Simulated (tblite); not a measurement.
Species: C4H7F3Si.
Z-matrix (Å and degrees, GFN2-xTB geometry), rows numbered from 1:
```
F 
C   1  1.3592
F   2  1.3626  1  105.46
C   2  1.5071  1  112.16  3   120.87
C   4  1.5454  2  112.10  1   -59.13
C   5  1.5383  4   99.95  2  -103.13
F   6  1.3839  5  112.61  4  -131.97
Si  4  1.9296  2  112.74  1  -160.36
H   2  1.1013  1  107.24  3  -113.99
H   4  1.0891  2  107.46  1    66.15
H   5  1.0892  4  113.46  2    18.48
H   5  1.0884  4  111.14  2   141.09
H   6  1.0928  5  113.23  4   108.22
H   8  1.4565  4  116.59  2    -9.13
H   8  1.4578  4  112.34  2  -144.51
```

Method: GFN2-xTB as coded in tblite; computed harmonic values from a numerical Hessian at the method's own geometry, unscaled. Errors from tens to a few hundred cm⁻¹ against measured bands are possible. Modes of hydrogen on silicon can be 10 to 20 % off. One conformer, not necessarily the lowest.

Harmonic wavenumbers (cm⁻¹): 48.8, 69.9, 142.9, 194.9, 252.0, 339.3, 383.4, 432.0, 460.2, 497.0, 507.4, 614.4, 656.7, 681.7, 735.4, 763.8, 876.2, 919.6, 979.1, 997.6, 1048.3, 1064.9, 1100.9, 1125.9, 1139.4, 1184.4, 1261.6, 1267.1, 1282.0, 1291.9, 1299.2, 1466.7, 2327.5, 2335.8, 2885.0, 2943.0, 2992.3, 3008.6, 3025.2.

A = 3012, B = 1092, C = 972.7 MHz; mass 140.027 u (most abundant isotopes); point group C1, symmetry number 1.

Question: Zero-point energy?

Answer: Half the sum of the wavenumbers: 22301 cm⁻¹ = 63.76 kcal/mol.

Question: Entropy at 500 K, 1 bar (ideal gas, RRHO, classical rotation)?

Answer: Translation 43.32, rotation 30.54, vibration 41.02: S = 114.9 cal/(mol K).

Question: And Cp and H(500 K) − H(0)?

Answer: Cp = 49.72 cal/(mol K), of which vibrations give 41.77 (their classical limit is 39 R = 77.5); H(500 K) − H(0) = 14.73 kcal/mol without the zero-point energy, 10.76 from vibrations.

Question: How do the functions run with temperature in this model?

Answer: 
```csv
T (K),S (cal/(mol K)),Cp (cal/(mol K)),H − H(0) (kcal/mol),G − H(0) (kcal/mol),ln q(vib)
150,75.0,20.4,2.09,-9.16,2.37
250,87.6,29.8,4.60,-17.30,4.43
298.15,93.2,34.3,6.14,-21.65,5.45
400,104.5,42.9,10.09,-31.73,7.65
600,124.4,55.1,19.98,-54.68,11.97
900,149.0,65.8,38.28,-95.84,18.07
```

q(vib) and H(0) count from the zero-point level.

Question: What must be added to the electronic energy to get the Gibbs energy at 500 K and 1 bar?

Answer: ZPE + [H(500 K) − H(0)] − T·S = 63.76 + 14.73 − 57.44 = 21.05 kcal/mol.

Question: Which modes carry the vibrational entropy at 500 K?

Answer: 48.8 cm⁻¹: 5.89; 69.9 cm⁻¹: 5.18; 142.9 cm⁻¹: 3.77; 194.9 cm⁻¹: 3.16; 252.0 cm⁻¹: 2.67; 339.3 cm⁻¹: 2.11 cal/(mol K); the other 33 give 18.25 together.

Hindered rotation and anharmonicity are outside this model. Other conformers, if any are populated, would add a mixing term that is left out. The structure is chiral; the term R ln 2 for an equal mix with its mirror image is left out.
